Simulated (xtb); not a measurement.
C$_{4}$H$_{10}$Al (SMILES C[CH2][Al+][CH2]C), charge +1, singlet, from a rough starting geometry (GFN-xTB shapes and energies of metal compounds can be far from the true ones); xtb 6.7.1 with GFN2-xTB.

The xtb input:
```
$ xtb mol.xyz --gfn 2 --chrg 1 --opt vtight --json

# file mol.xyz
15

Al    -0.09192414    -0.01264973     0.23823241
C      1.62049717    -0.81244348     1.02341890
C      1.62126796    -2.28666434     0.73804824
H      1.59744886    -0.66334005     2.04701174
H      2.42275108    -0.29026315     0.54508130
H      1.66552591    -2.54666636    -0.36527357
H      0.71799770    -2.81828423     1.10495897
H      2.50953095    -2.73028422     1.15540059
C     -1.69253837     0.85785916    -0.51104679
C     -1.44785991     2.30201171    -1.06416911
H     -2.52570511     0.77310942     0.21232479
H     -2.07630871     0.25798916    -1.43987897
H     -0.70482034     2.27997606    -1.82407016
H     -1.17256963     2.95765741    -0.24183165
H     -2.38991095     2.74311602    -1.46458638
```

Problem. Write the output that xtb gives for this input, abridged.

Solution. 
```
   ID    Z sym.   atoms
    1   13 Al     1
    2    6 C      2, 3, 9, 10
    3    1 H      4-8, 11-15

           -------------------------------------------------
          |                Calculation Setup                |
           -------------------------------------------------

           -------------------------------------------------
          |                 G F N 2 - x T B                 |
           -------------------------------------------------

          ...................................................
          :                      SETUP                      :
          :.................................................:
          :  # basis functions                  36          :
          :  # atomic orbitals                  35          :
          :  # shells                           21          :
          :  # electrons                        28          :
          :  max. iterations                   250          :
          :  Hamiltonian                  GFN2-xTB          :
          :  restarted?                      false          :
          :  GBSA solvation                  false          :
          :  PC potential                    false          :
          :  electronic temp.          300.0000000     K    :
          :  accuracy                    1.0000000          :
          :  -> integral cutoff          0.2500000E+02      :
          :  -> integral neglect         0.1000000E-07      :
          :  -> SCF convergence          0.1000000E-05 Eh   :
          :  -> wf. convergence          0.1000000E-03 e    :
          :  Broyden damping             0.4000000          :
          :  net charge                          1          :
          :  unpaired electrons                  0          :
          ...................................................

 iter      E             dE          RMSdq      gap      omega  full diag
   1    -14.4074331 -0.144074E+02  0.151E+01    2.84       0.0  T
   2    -14.4470352 -0.396021E-01  0.124E+01    2.29       1.0  T
   3    -14.1837405  0.263295E+00  0.992E+00    3.80       1.0  T
   4    -14.4556351 -0.271895E+00  0.104E+00    2.46       1.0  T
   5    -14.4587742 -0.313908E-02  0.669E-01    2.54       1.0  T
   6    -14.4595777 -0.803572E-03  0.341E-01    2.57       1.0  T
   7    -14.4598276 -0.249840E-03  0.123E-01    2.58       1.0  T
   8    -14.4598656 -0.380489E-04  0.321E-02    2.60       1.0  T
   9    -14.4598663 -0.681820E-06  0.196E-02    2.59       1.3  T
  10    -14.4598674 -0.106364E-05  0.213E-03    2.59      12.1  T
  11    -14.4598674 -0.282141E-08  0.155E-03    2.59      16.7  T
  12    -14.4598674 -0.801396E-08  0.166E-04    2.59     156.0  T
  13    -14.4598674 -0.550369E-10  0.565E-05    2.59     456.9  T

   *** convergence criteria satisfied after 13 iterations ***

         :::::::::::::::::::::::::::::::::::::::::::::::::::::
         ::                     SUMMARY                     ::
         :::::::::::::::::::::::::::::::::::::::::::::::::::::
         :: total energy             -14.248814101977 Eh    ::
         :: gradient norm              0.110687384475 Eh/a0 ::
         :: HOMO-LUMO gap              2.592416666791 eV    ::
         ::.................................................::
         :: SCC energy               -14.459860314587 Eh    ::
         :: -> isotropic ES            0.096883323036 Eh    ::
         :: -> anisotropic ES         -0.020648293093 Eh    ::
         :: -> anisotropic XC         -0.010337286813 Eh    ::
         :: -> dispersion             -0.005925801635 Eh    ::
         :: repulsion energy           0.211046212610 Eh    ::
         :: add. restraining           0.000000000000 Eh    ::
         :: total charge               1.000000000000 e     ::
         :::::::::::::::::::::::::::::::::::::::::::::::::::::

      -----------------------------------------------------------
     |                   =====================                   |
     |                        A N C O P T                        |
     |                   =====================                   |
     |               Approximate Normal Coordinate               |
     |                Rational Function Optimizer                |
      -----------------------------------------------------------
      -----------------------------------------------------------
     |                   =====================                   |
     |                        A N C O P T                        |
     |                   =====================                   |
     |               Approximate Normal Coordinate               |
     |                Rational Function Optimizer                |
      -----------------------------------------------------------

          ...................................................
          :                      SETUP                      :
          :.................................................:
          :   optimization level         verytight          :
          :   max. optcycles                   300          :
          :   ANC micro-cycles                  20          :
          :   degrees of freedom                39          :
          :.................................................:
          :   RF solver                   davidson          :
          :   write xtbopt.log                true          :
          :   linear?                        false          :
          :   energy convergence         0.1000000E-06 Eh   :
          :   grad. convergence          0.2000000E-03 Eh/α :
          :   maxmium RF displ.          1.0000000          :
          :   Hlow (freq-cutoff)         0.1000000E-01      :
          :   Hmax (freq-cutoff)         5.0000000          :
          :   S6 in model hess.         20.0000000          :
          ...................................................

generating ANC from exact Hessian ...
Using Lindh-Hessian (1995)
[...]
 * total energy  :   -14.2618246 Eh     change       -0.1240668E-06 Eh
 * total energy  :   -14.2618247 Eh     change       -0.1141417E-06 Eh
 * total energy  :   -14.2618248 Eh     change       -0.1149971E-06 Eh
 * total energy  :   -14.2618249 Eh     change       -0.1142891E-06 Eh
 * total energy  :   -14.2618250 Eh     change       -0.1112917E-06 Eh
 * total energy  :   -14.2618252 Eh     change       -0.1093647E-06 Eh
 * total energy  :   -14.2618253 Eh     change       -0.1095309E-06 Eh
 * total energy  :   -14.2618254 Eh     change       -0.1078718E-06 Eh
 * total energy  :   -14.2618255 Eh     change       -0.1064351E-06 Eh
 * total energy  :   -14.2618256 Eh     change       -0.1043236E-06 Eh
 * total energy  :   -14.2618257 Eh     change       -0.1021422E-06 Eh
 * total energy  :   -14.2618258 Eh     change       -0.9956442E-07 Eh
   *** GEOMETRY OPTIMIZATION CONVERGED AFTER 104 ITERATIONS ***
         :: total energy             -14.261825780603 Eh    ::
[...]
          |                Property Printout                |
           -------------------------------------------------

    * Orbital Energies and Occupations

         #    Occupation            Energy/Eh            Energy/eV
      -------------------------------------------------------------
         1        2.0000           -0.7858930             -21.3852
         2        2.0000           -0.7668700             -20.8676
         3        2.0000           -0.7285634             -19.8252
         4        2.0000           -0.7193757             -19.5752
         5        2.0000           -0.6652222             -18.1016
         6        2.0000           -0.6611337             -17.9904
         7        2.0000           -0.6577451             -17.8982
         8        2.0000           -0.6397048             -17.4073
         9        2.0000           -0.6305551             -17.1583
        10        2.0000           -0.6225274             -16.9398
        11        2.0000           -0.5971867             -16.2503
        12        2.0000           -0.5962505             -16.2248
        13        2.0000           -0.5911313             -16.0855
        14        2.0000           -0.5561474             -15.1335 (HOMO)
        15                         -0.4551310             -12.3847 (LUMO)
        16                         -0.3838518             -10.4451
        17                         -0.3818758             -10.3914
        18                         -0.3050906              -8.3019
        19                         -0.3041043              -8.2751
        20                         -0.1993204              -5.4238
        21                         -0.1886179              -5.1326
        22                         -0.0552442              -1.5033
        23                         -0.0283135              -0.7705
        24                         -0.0165434              -0.4502
        25                          0.0039761               0.1082
       ...                                ...                  ...
        35                          0.8587884              23.3688
      -------------------------------------------------------------
                  HL-Gap            0.1010164 Eh            2.7488 eV
             Fermi-level           -0.5056392 Eh          -13.7591 eV

     #   Z          covCN         q      C6AA      α(0)
     1  13 Al       1.730     0.415   185.388    33.291
     2   6 C        3.655    -0.135    23.428     6.949
     3   6 C        3.773    -0.111    22.660     6.783
     4   1 H        0.923     0.145     1.424     1.866
     5   1 H        0.923     0.145     1.429     1.870
     6   1 H        0.925     0.078     2.003     2.213
     7   1 H        0.925     0.077     2.010     2.217
     8   1 H        0.925     0.094     1.839     2.121
     9   6 C        3.655    -0.135    23.428     6.949
    10   6 C        3.773    -0.111    22.660     6.783
    11   1 H        0.923     0.145     1.424     1.866
    12   1 H        0.923     0.145     1.429     1.870
    13   1 H        0.925     0.078     2.003     2.213
    14   1 H        0.925     0.077     2.010     2.217
    15   1 H        0.925     0.094     1.839     2.121

 Mol. C6AA /au·bohr⁶  :       2021.251679
 Mol. C8AA /au·bohr⁸  :      75461.268548
 Mol. α(0) /au        :         81.328569

Wiberg/Mayer (AO) data.
largest (>0.10) Wiberg bond orders for each atom

 ---------------------------------------------------------------------------
     #   Z sym  total        # sym  WBO       # sym  WBO       # sym  WBO
 ---------------------------------------------------------------------------
     1  13 Al   3.156 --     9 C    1.192     2 C    1.192     3 C    0.123
                            10 C    0.123    11 H    0.104     4 H    0.104
                            12 H    0.102     5 H    0.102
     2   6 C    3.984 --     1 Al   1.192     3 C    0.952     5 H    0.861
                             4 H    0.859     9 C    0.111
     3   6 C    3.978 --     8 H    0.972     7 H    0.963     6 H    0.963
                             2 C    0.952     1 Al   0.123
     4   1 H    0.977 --     2 C    0.859     1 Al   0.104
     5   1 H    0.979 --     2 C    0.861     1 Al   0.102
     6   1 H    0.994 --     3 C    0.963
     7   1 H    0.994 --     3 C    0.963
     8   1 H    0.988 --     3 C    0.972
     9   6 C    3.984 --     1 Al   1.192    10 C    0.952    12 H    0.861
                            11 H    0.859     2 C    0.111
    10   6 C    3.978 --    15 H    0.972    14 H    0.963    13 H    0.963
                             9 C    0.952     1 Al   0.123
    11   1 H    0.977 --     9 C    0.859     1 Al   0.104
    12   1 H    0.979 --     9 C    0.861     1 Al   0.102
    13   1 H    0.994 --    10 C    0.963
    14   1 H    0.994 --    10 C    0.963
    15   1 H    0.988 --    10 C    0.972
 ---------------------------------------------------------------------------

Topologies differ in total number of bonds
Writing topology from bond orders to xtbtopo.mol

molecular dipole:
                 x           y           z       tot (Debye)
 q only:       -0.158       0.026       0.386
   full:       -0.175       0.029       0.424       1.168
molecular quadrupole (traceless):
                xx          xy          yy          xz          yz          zz
 q only:        4.038      -8.736       0.688       5.884      -4.504      -4.726
  q+dip:        6.572      -9.762      -1.947       7.360      -4.827      -4.625
   full:        2.269      -5.405       0.539       3.451      -2.780      -2.808

optimized geometry written to: xtbopt.xyz

           -------------------------------------------------
          | TOTAL ENERGY              -14.261825780603 Eh   |
          | GRADIENT NORM               0.000025286460 Eh/α |
          | HOMO-LUMO GAP               2.748795247941 eV   |
           -------------------------------------------------

normal termination of xtb
```
